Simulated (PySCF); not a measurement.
Coordinates in bohr (charge 0 multiplicity 3):
```
W     0.0000    0.0000    1.1671
O     0.0000    0.0000    4.3323
I     4.4178    0.0000   -1.1158
I    -4.4178    0.0000   -1.1158
```

Computed with UPBE0 in PySCF with W def2-SVP with ECP60, O def2-SVP, I def2-SVP with ECP28; scalar-relativistic core potentials, no spin–orbit coupling; density-fitted integrals.

This geometry of WOI2 is a stationary point at this level.

What is the point group?

C2v.

Is it a minimum?

Yes: all harmonic wavenumbers are real, though the softest, 50 cm⁻¹, leaves little margin.

List the harmonic modes with their infrared intensities.


```csv
symmetry,ω (cm⁻¹),IR (km/mol)
a1,50,0.0
b1,83,6.5
b2,158,0.2
a1,188,2.9
b2,249,46.4
a1,1059,149
```

What are the dipole moment and the gap between the highest occupied and lowest empty levels of either spin?

0.84 D and 3.38 eV.

In C2v the vibrations span 3a1 + b1 + 2b2. Here b1 is antisymmetric to the molecular plane and b2 lies in it.

This need not be the most stable arrangement of these atoms. Open d and f shells are described by one determinant, and the ground state may have another occupation or spin. With an element this heavy the missing spin–orbit coupling can shift these numbers.
